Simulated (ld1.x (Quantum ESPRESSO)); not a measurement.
Plane-wave convergence, TM potential for Ca (Z = 20)

| Quantity | Value |
| --- | --- |
| Element | calcium |
| Generator | ld1.x (Quantum ESPRESSO) 7.5 |
| Type | norm-conserving Troullier–Martins (Kleinman–Bylander form) |
| Functional | LDA (PZ) |
| Relativity | scalar-relativistic |
| Frozen core | [Ne] 3s2 |
| Valence charge | 8 |
| Reference configuration | 3p6 3d0 4s2 4p0 |
| Partial waves | 3p (bound): rc 1.10 bohr; 3d (bound, empty): rc 2.50 bohr; 4f channel at 0.4 Ry: rc 2.10 bohr; 4s (bound): rc 2.75 bohr |
| Local potential | the s channel |
| Core correction | none |

The pseudo-atom Hamiltonian at the reference potential is diagonalised in spherical Bessel functions j_l(qr) that vanish at 20 bohr, with q² up to the cutoff. All-electron valence levels (Ry): 3p -2.0563, 4p -0.1059, 3d -0.1567, 4s -0.2843.

Problem. How do the lowest levels (Ry) of each channel move with the cutoff, and are there ghosts?

Solution.

```json
{"cutoff (Ry)": "8", "p #1": "-1.1853", "p #2": "-0.0663", "p #3": "0.0572", "d #1": "0.0246", "f #1": "0.0983", "f #2": "0.2094", "s #1": "-0.2833", "Σ f·Δε (mRy)": "5228.2"}
{"cutoff (Ry)": "12", "p #1": "-1.7342", "p #2": "-0.0760", "p #3": "0.0538", "d #1": "0.0176", "f #1": "0.0983", "f #2": "0.2093", "s #1": "-0.2841", "Σ f·Δε (mRy)": "1933.3"}
{"cutoff (Ry)": "15", "p #1": "-1.9364", "p #2": "-0.0782", "p #3": "0.0531", "d #1": "0.0044", "f #1": "0.0983", "f #2": "0.2093", "s #1": "-0.2841", "Σ f·Δε (mRy)": "719.8"}
{"cutoff (Ry)": "21", "p #1": "-2.0315", "p #2": "-0.0794", "p #3": "0.0527", "d #1": "-0.0972", "f #1": "0.0983", "f #2": "0.2093", "s #1": "-0.2843", "Σ f·Δε (mRy)": "149.0"}
{"cutoff (Ry)": "30", "p #1": "-2.0486", "p #2": "-0.0797", "p #3": "0.0526", "d #1": "-0.1502", "f #1": "0.0983", "f #2": "0.2093", "s #1": "-0.2843", "Σ f·Δε (mRy)": "46.3"}
{"cutoff (Ry)": "40", "p #1": "-2.0495", "p #2": "-0.0797", "p #3": "0.0526", "d #1": "-0.1566", "f #1": "0.0983", "f #2": "0.2093", "s #1": "-0.2843", "Σ f·Δε (mRy)": "40.6"}
{"cutoff (Ry)": "45", "p #1": "-2.0514", "p #2": "-0.0798", "p #3": "0.0526", "d #1": "-0.1566", "f #1": "0.0983", "f #2": "0.2093", "s #1": "-0.2843", "Σ f·Δε (mRy)": "29.2"}
{"cutoff (Ry)": "55", "p #1": "-2.0540", "p #2": "-0.0798", "p #3": "0.0526", "d #1": "-0.1566", "f #1": "0.0983", "f #2": "0.2093", "s #1": "-0.2843", "Σ f·Δε (mRy)": "13.7"}
{"cutoff (Ry)": "70", "p #1": "-2.0559", "p #2": "-0.0798", "p #3": "0.0526", "d #1": "-0.1567", "f #1": "0.0983", "f #2": "0.2093", "s #1": "-0.2843", "Σ f·Δε (mRy)": "2.4"}
{"cutoff (Ry)": "80", "p #1": "-2.0561", "p #2": "-0.0798", "p #3": "0.0526", "d #1": "-0.1567", "f #1": "0.0983", "f #2": "0.2093", "s #1": "-0.2843", "Σ f·Δε (mRy)": "1.0"}
{"cutoff (Ry)": "100", "p #1": "-2.0562", "p #2": "-0.0798", "p #3": "0.0526", "d #1": "-0.1567", "f #1": "0.0983", "f #2": "0.2093", "s #1": "-0.2843", "Σ f·Δε (mRy)": "0.8"}
{"cutoff (Ry)": "400", "p #1": "-2.0563", "p #2": "-0.0798", "p #3": "0.0526", "d #1": "-0.1567", "f #1": "0.0983", "f #2": "0.2093", "s #1": "-0.2843", "Σ f·Δε (mRy)": "0.0"}
```

Result: no extra level below or beside the all-electron valence levels (p, d, f, s tested); 10 mRy is reached at 60 Ry and 1 mRy at 80 Ry.

Its largest configuration-test error is -1001 meV.
